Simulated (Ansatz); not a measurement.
**One elementary step**

Start structure (SiNH$_{3}$BrCl, closed shell), relaxed at PBE0-D4/def2-TZVP:

Si1  (-0.408, -0.239, -0.359)
Br2  (0.372, 0.206, -2.376)
N3  (0.485, 0.683, 0.743)
H4  (1.484, 0.774, 0.646)
H5  (-1.837, 0.105, -0.265)
Cl6  (-0.288, -2.275, -0.093)
H7  (0.191, 0.746, 1.705)
(Å)

The step: SiNH₃BrCl ([NH2][SiH]([Cl])[Br]) → SiNH₂Cl ([NH][SiH][Cl]) + HBr; bonds formed: Br2–H4; bonds broken: Si1–Br2, N3–H4. Program: Ansatz 0.2.0. Basis: def2-TZVPP and def2-QZVPP. Cores are frozen in the correlated methods. Filled d shells of the heavier atoms are correlated. The def2 sets are not built for correlating such inner shells, so the correlated values are less sure here. Extrapolation: Hartree–Fock as exp(−7.88 √X), correlation as X^−2.97. Energies below are by CCSD(T) at an estimated basis limit (MP2 extrapolated from triple and quadruple zeta, plus CCSD(T) − MP2 in triple zeta).

Task: What are the electronic barrier and the energy of the step, from the start structure to the end structure? (Judge from chemistry; the value comes from the calculation.)

Result: Computed: Barrier 73.91 kcal/mol; step energy 73.11 kcal/mol (uphill); reverse barrier, their difference, 0.80 kcal/mol. Barrier and step energy count from the start structure, the reverse barrier from the end structure.

The saddle point: One imaginary mode of 142i cm⁻¹.
```json
{"pair": "Br2–H4", "start (Å)": "3.27", "saddle (Å)": "1.88", "end (Å)": "1.70"}
{"pair": "Si1–Br2", "start (Å)": "2.21", "saddle (Å)": "3.60", "end (Å)": "3.98"}
{"pair": "N3–H4", "start (Å)": "1.01", "saddle (Å)": "1.14", "end (Å)": "1.26"}
```

Zero-point energy (harmonic, PBE0-D4): ZPE is 23.82 kcal/mol at the start and 21.13 kcal/mol at the saddle, so the barrier goes from 73.91 to 71.22 kcal/mol.

First-order rate constant out of the start structure at 898 K by transition-state theory, with harmonic vibrational free energies alone and no tunnelling: ΔA‡ = 72.96 kcal/mol, so k = (kB T/h) exp(−ΔA‡/kB T) ≈ 10^-4 s⁻¹ (an order of magnitude at best: rotation, the number of equivalent paths and anharmonicity are left out).

No T1 diagnostic of these runs exceeds 0.014.

Labels in which every atom is bracketed show which atoms are joined, not bond orders.

For scale, one of the runs: CCSD(T)/def2-TZVPP, 205 basis functions, launched by `ansatz run in.yaml --threads 4 --pin off --events-out ev --progress --plain --max-ram 9574MiB`. Time: 81 s of wall clock on 4 CPU threads of an Arm Neoverse V2; the host was shared. Peak host memory: 2.6 GiB.
